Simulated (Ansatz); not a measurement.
A single point on C2H5F3OSi (`FC(F)(F)CO[SiH3]`).

```yaml
crystal:
  periodic: [false, false, false]
  atoms:
    - {symbol: F, position_ang: [-1.629256, -1.251227, 2.068367]}
    - {symbol: C, position_ang: [-1.281228, -1.142209, 0.778323]}
    - {symbol: F, position_ang: [-2.377025, -0.831675, 0.084972]}
    - {symbol: F, position_ang: [-0.865052, -2.339817, 0.365401]}
    - {symbol: C, position_ang: [-0.203920, -0.088300, 0.638058]}
    - {symbol: O, position_ang: [0.154419, 0.021234, -0.702133]}
    - {symbol: Si, position_ang: [1.312919, 1.058287, -1.253503]}
    - {symbol: H, position_ang: [-0.613623, 0.847555, 1.037502]}
    - {symbol: H, position_ang: [0.636650, -0.399770, 1.270315]}
    - {symbol: H, position_ang: [1.381241, 0.852681, -2.715419]}
    - {symbol: H, position_ang: [0.941904, 2.462225, -0.928432]}
    - {symbol: H, position_ang: [2.619870, 0.755816, -0.609451]}
basis:
  gaussian: {orbitals: def2-TZVPP}
hamiltonian: {xc: pbe}
correlation: {method: rpa}
```

```sh
$ ansatz run in.yaml --threads 4 --pin off --events-out ev --progress --plain --max-ram 11315MiB
```

Shortened log:

```
Functional definition: PBE
1853 factors; integrals over basis functions are off by at most 9.5e-4 eV
mean field evaluation 1: about -20212.8613 eV, gradient 6.7e1 eV
mean field evaluation 2: about -20212.8470 eV, gradient 6.7e1 eV
mean field evaluation 4: about -20219.2566 eV, gradient 2.7e1 eV
mean field evaluation 8: about -20220.5387 eV, gradient 2.6e-1 eV
mean field evaluation 16: about -20220.5381 eV, gradient 7.4e-5 eV
mean field -20220.53807223 eV, -743.0910681814 hartree, gradient 2.3e-6 eV, S^2 0.000000; 0 other end points of the search recorded, 0 dependent functions left out
11 core orbitals not correlated: weight in the atoms' cores, before any rotation towards them, 1.000 or more for the frozen orbitals, at most 0.000 for the correlated occupied ones
reference -20161.48229533 eV, -740.9208084100 hartree; 22, 22 occupied and 265, 265 virtual orbitals, 1853 factors
Total energy: -20222.13359262 eV, -743.1497024743 hartree
```

Run time 3 s (4 threads of an AMD EPYC 9R45 on a shared host); peak host memory 0.86 GiB.
